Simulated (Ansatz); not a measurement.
`B[SiH2]B` + `BO` → `BO[SiH2]B` + BH₃ at 600 K and 1 bar (cleavage of the Si–B bond).

Isolated molecules relaxed with PBE0-D4/def2-TZVP in Ansatz; ΔE leaves out vibrations. CCSD(T)/CBS adds triple-zeta CCSD(T) − MP2 to the extrapolated MP2 energy (def2 sets, frozen cores). This one scheme is used for every species. One conformer a species, not always the lowest.

```
    species  CCSD(T)/CBS energy (Eh)  H − E (kJ/mol)  S (J/(mol·K))
 `B[SiH2]B`               -342.19118           202.2          388.0
       `BO`               -101.80414           119.7          267.1
`BO[SiH2]B`               -417.47687           224.3          423.6
        BH₃                -26.55200            91.5          217.3
```

H − E and S are ideal-gas, rigid-rotor, harmonic terms from PBE0-D4/def2-TZVP, for one conformer and one mirror image of each species. 1 Eh = 2625.50 kJ/mol, R = 8.31446 J/(mol·K).

Question: By hand: ΔE, ΔH, ΔS and ΔG.

Answer: ΔE = (-417.47687) + (-26.55200) − (-342.19118) − (-101.80414) = -0.03355 Eh = -88.1 kJ/mol. Δ(H − E) = 224.3 + 91.5 − 202.2 − 119.7 = -6.1, so ΔH = -94.2 kJ/mol. ΔS = 423.6 + 217.3 − 388.0 − 267.1 = -14.2 J/(mol·K). ΔG = -94.2 − 600 × (-14.2)/1000 = -85.7 kJ/mol.

Question: By hand: the equilibrium constant, and the temperature at which ΔG would vanish if ΔH and ΔS stayed fixed.

Answer: log₁₀ K = −ΔG/(RT ln 10) = 7.5. ΔG = 0 at ΔH/ΔS = 6634 K, far beyond where these terms or the molecules hold.

The number of gas molecules stays the same, so ΔS is small and ΔH decides. A doubt of 5 kJ/mol in ΔE shifts log₁₀ K by 0.4 here. Other conformers and mirror images would add mixing entropy, several J/(mol·K) or more a flexible species. Modes under 60 cm⁻¹, often nearly free rotors, make the harmonic entropy too high. These are equilibria of isolated gas molecules and say nothing of rates. Largest T1 diagnostic: 0.015 (customary marks: 0.02 for closed shells, 0.045 for open ones).
